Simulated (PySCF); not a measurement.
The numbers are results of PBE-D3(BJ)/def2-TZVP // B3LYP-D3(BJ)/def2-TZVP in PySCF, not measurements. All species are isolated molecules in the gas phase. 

Reference species (SMILES): `[GeH3]` (neutral, multiplicity 2).

```
Quantity        Value
-------------  ------
dipole moment  0.05 D
```

Changed species: `[F][Ge]([F])[F]` (radical fragment; the reference has radical fragment).

Question: Predict the effect on the dipole moment.

Answer: the dipole moment rises by 1.88 D, to 1.93 D.
